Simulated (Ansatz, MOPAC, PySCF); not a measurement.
Species: SbH$_{2}$, net charge 0, doublet state. SMILES: [SbH2]
Structure (B3LYP-D3(BJ)/def2-TZVP (Ansatz, a quantum-chemistry and plane-wave program) minimum search):
```xyz
3

Sb    -0.0160    -0.0195     0.0381
H     -0.5332     1.2693    -0.9731
H      1.3506    -0.2759    -0.9706
```
Charge 0, spin multiplicity 2.

Property: vertical electron affinity to the singlet, in eV. Set-up: six Cartesian d functions in 6-31G* and its kin unless marked 5d; STO-3G and 3-21G all-electron and non-relativistic; spin-orbit terms left out; open shells spin-unrestricted; def2 sets with scalar-relativistic core potentials past Kr; PM7 with its own dispersion and hydrogen-bond terms; LANL2DZ with its own core potentials from Na on; each state is the SCF solution reached for its charge and spin; dispersion terms only where a functional's name holds one; valence correlation only (noble-gas shells and the d and f shells of earlier blocks). Ab initio and DFT rows: single points at B3LYP-D3(BJ) geometries (Ansatz). Semi-empirical rows: differences of heats of formation at the shared geometry for vertical values. Anions need diffuse functions, which STO-3G, LANL2DZ, def2-SVP, cc-pVDZ and Pople sets without + lack.

| level | program | vertical electron affinity to the singlet (eV) |
|---|---|---|
| AM1 | MOPAC | 1.10 |
| PM7 | MOPAC | 1.41 |
| MNDO | MOPAC | 2.36 |
| PBE/6-31G* with LANL2DZ past Ar | Ansatz | 0.92 |
| B3LYP/STO-3G | Ansatz | -2.88 |
| B3LYP/3-21G | Ansatz | 0.86 |
| B3LYP/6-31G* with LANL2DZ past Ar | Ansatz | 0.96 |
| M06-2X/6-31G* with LANL2DZ past Ar (5d) | PySCF | 1.06 |
| MP2/6-31G* with LANL2DZ past Ar | Ansatz | 0.23 |
| M06-2X/def2-TZVPD | PySCF | 1.00 |

No value to compare with is used here. The 9 habitual levels span -2.88 (B3LYP/STO-3G) to 2.36 eV (MNDO); M06-2X/def2-TZVPD gives 1.00.

The levels are drawn from those run, B3LYP/6-31G* more often than the rest, none by its result; runs whose electronic state is in doubt are left out.
